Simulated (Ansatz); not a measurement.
Computed with Ansatz on PBE0-D4/def2-TZVP structures; ΔE is electronic, products minus reactants. CCSD(T)/CBS adds triple-zeta CCSD(T) − MP2 to the extrapolated MP2 energy (def2 sets, frozen cores). This one scheme is used for every species. DFT in def2-TZVPP. For Ge outer-core shells are correlated without core-valence functions, which leaves a few kJ/mol of doubt a bond. Scalar relativity is left out up to krypton.

Reaction (hydrogenolysis of a Ge–N bond): `[SiH3][N]([SiH3])[GeH]` + H₂ → `[GeH2]` + `[SiH3]N[SiH3]`

(1) Is it downhill or uphill in electronic energy at CCSD(T)/CBS, and by how much? (Best estimate.)

(2) What do these levels give: revPBE-D4, BLYP-D4, PBE-QIDH, r2SCAN, PBE0, HF/def2-TZVPP? (Estimate.)

(3) What do rigid-rotor, harmonic-oscillator terms from PBE0-D4/def2-TZVP frequencies (298.15 K, 1 bar) make of the CCSD(T)/CBS value? (Estimate.)

Largest T1 diagnostic among the species: 0.014.

## Answers

(1) Computed: Uphill: ΔE = +0.78 eV.

(2) The calculation gave: revPBE-D4 0.84, BLYP-D4 0.83, PBE-QIDH 0.70, r2SCAN 0.75, PBE0 0.59, HF/def2-TZVPP 0.28 eV.

(3) Computed: ΔZPE = +0.10 eV, ΔH = +0.85 eV, ΔS = 61 J/(mol·K), ΔG = +0.67 eV. Modes under 50 cm⁻¹ make the entropy rough.

At CCSD(T), def2-SVP lies −0.11 eV from the extrapolated value and def2-TZVPP −0.04 eV. Leaving LDA and LC-ωPBE aside and taking each functional with its dispersion term where it has one, the values, not all of them listed here, spread over 0.22 eV, from B97M-V to revPBE-D4. LDA lies +0.11 eV from PBE without D4.
